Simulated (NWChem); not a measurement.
Molecule: CH5AlS; SMILES [S](C)[AlH2]

```xyz
8

Al     0.2024    -1.5365     0.0030
H     -0.8329    -2.7346     0.0102
H      1.7832    -1.6892    -0.0077
S     -0.6336     0.4718     0.0078
C      0.8403     1.5536    -0.0017
H      0.8180     2.1891     0.8939
H      0.8030     2.1932    -0.8938
H      1.7774     0.9797    -0.0109
```
Atoms are numbered in this order, from 1.

Computed with NWChem. Coordinates come from a PBE0/def2-SVP optimisation. Core excitations by TDA in a window of 1s orbitals, non-relativistic and unshifted: absolute energies depend strongly on the exact-exchange share.

Q: Estimate the computed values for Al K edge, BHandHLYP/def2-TZVP. Quantities: first 1s excitation (eV); dipole oscillator strength of the first; first state with f > 0.002 (eV); dipole oscillator strength of that state.

A: 
```
Property                                  Result
----------------------------------------  ------
first 1s excitation (eV)                  1544.6
dipole oscillator strength of the first   0.0087
first state with f > 0.002 (eV)           1544.6
dipole oscillator strength of that state  0.0087
```
